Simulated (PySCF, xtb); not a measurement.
In(F)(Me)(NMe2) (C3H9FInN), SMILES [CH3][In]([N](C)C)[F].

GFN2-xTB (xtb) at its own geometry gives an orbital gap of 1.68 eV and a dipole moment of 3.36 D.

Geometry optimised at PBE-D3(BJ)/def2-SVP. The def2 effective core potentials stand for the cores of In; spin–orbit coupling is left out. Other conformers were not sampled.

What does M06-2X/def2-TZVP in PySCF give? (Estimate from the structure and the level; the computed values follow.)

gap 6.91 eV (levels -7.32 and -0.41 eV), dipole 3.70 D.
